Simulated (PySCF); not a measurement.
## Radial density of Li (lithium, neutral)

UHF, [He] 2s1, 2S determinant. Computed with PySCF 2.14 in aug-cc-pVDZ-DK, with scalar relativity by spin-free X2C-1e.

```tsv
r (bohr)	4πr²ρ (e/bohr)	4πr²(ρα − ρβ)
0.00703	0.008168	0.0001
0.0118	0.02269	0.0003
0.0199	0.06139	0.0007
0.0334	0.1592	0.0019
0.0562	0.3935	0.0047
0.0946	0.8864	0.0106
0.159	1.725	0.0201
0.268	2.625	0.0285
0.450	2.707	0.0220
0.757	1.502	0.0012
1.27	0.3472	0.0370
2.14	0.2114	0.1987
3.60	0.2584	0.2583
6.06	0.07694	0.0769
10.2	0.002703	0.0027
```

Densities and radii are taken from the X2C orbitals without a picture-change correction, which distorts them close to the nucleus.
